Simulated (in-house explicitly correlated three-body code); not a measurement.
Computed with an exponentially correlated three-body code. Model: two electrons around a point charge, non-relativistic, variational in 260 exponentially correlated functions (energies converged to about 1e-7 hartree, or 1e-8 relative for large Z).

Command:
```bash
python run_hyl.py task.json out
```
Settings (lengths in bohr, energies in hartree):
```
Z                      3
nuclear_mass           100
interaction_strength   1
functions              260
states_tried           13
```

Run time, properties included: 41 s on 1 thread of Arm Neoverse V1, on a shared host.

**Those bound S and P states to n = 4 that converged, binding against the one-electron ion.**

Given: nuclear charge 3; mass of the centre 100 electron masses.

Computed: one-electron threshold -4.45544554 hartree.

| term | energy (hartree) | binding (eV) |
| --- | --- | --- |
| 1 1S | -7.20512603 | 74.823 |
| 2 3S | -5.05997139 | 16.45 |
| 2 1S | -4.99080523 | 14.568 |
| 2 3P | -4.98100084 | 14.301 |
| 2 1P | ? | ? |
| 3 3S | -4.70499279 | 6.7905 |
| 3 1S | -4.68684729 | 6.2968 |
| 3 3P | -4.68441649 | 6.2306 |
| 3 1P | -4.67277289 | 5.9138 |
| 4 3S | ? | ? |
| 4 1S | -4.58393058 | 3.4963 |
| 4 3P | -4.58295624 | 3.4697 |
| 4 1P | -4.57807629 | 3.337 |

Problem. What belongs in the row 2 1P?

Solution. energy (hartree): -4.94151637; binding (eV): 13.227.

Problem. What belongs in the row 4 3S?

Solution. energy (hartree): -4.59121427; binding (eV): 3.6945.

**Converged states only, values per electron or pair.**

```csv
term,mean r (bohr),mean r squared (bohr²),mean inverse r (1/bohr),mean r12 (bohr),mean inverse r12 (1/bohr),mean cosine,mean p1 dot p2 (bohr⁻²),delta r1 (bohr⁻³),delta r12 (bohr⁻³)
1 1S,0.57871,0.45562,2.6607,0.8697,1.5541,-0.040009,0.25854,6.6484,0.51884
2 3S,1.5091,3.8512,1.7629,2.5866,0.45753,-0.010908,0.013724,4.4297,-
2 1S,1.661,4.7921,1.7422,2.8731,0.47152,-0.013587,0.011094,4.386,0.062678
2 3P,?,?,?,?,?,?,?,?,-
2 1P,1.5451,4.1689,1.7279,2.6333,0.4844,0.0114,0.23295,4.1822,0.0091773
3 3S,?,?,?,?,?,?,?,?,-
3 1S,3.4969,24.082,1.598,6.5139,0.21437,-0.0039918,0.0017856,4.2318,0.018305
3 3P,3.2751,21.256,1.5986,6.0794,0.22283,-0.013987,-0.081608,4.1544,-
3 1P,3.451,23.73,1.5938,6.4198,0.2175,0.0035444,0.067547,4.1736,0.0031416
4 3S,5.7837,69.004,1.5505,11.078,0.12057,-0.0011456,9.2441e-05,4.1989,-
4 1S,6.0918,76.897,1.5482,11.693,0.12158,-0.0015951,0.000124,4.196,0.0076304
4 3P,5.8818,72.102,1.5485,11.276,0.12485,-0.005535,-0.033045,4.1642,-
4 1P,6.1156,78.137,1.5465,11.739,0.12279,0.0015782,0.027962,4.1718,0.0013872
```

Problem. What belongs in the row 2 3P?

Solution. mean r (bohr): 1.4245; mean r squared (bohr²): 3.4915; mean inverse r (1/bohr): 1.7449; mean r12 (bohr): 2.4363; mean inverse r12 (1/bohr): 0.50738; mean cosine: -0.053907; mean p1 dot p2 (bohr⁻²): -0.31385; delta r1 (bohr⁻³): 4.1074.

Problem. What belongs in the row 3 3S?

Solution. mean r (bohr): 3.2677; mean r squared (bohr²): 20.819; mean inverse r (1/bohr): 1.6036; mean r12 (bohr): 6.0599; mean inverse r12 (1/bohr): 0.21142; mean cosine: -0.0030189; mean p1 dot p2 (bohr⁻²): 0.0019505; delta r1 (bohr⁻³): 4.2404.
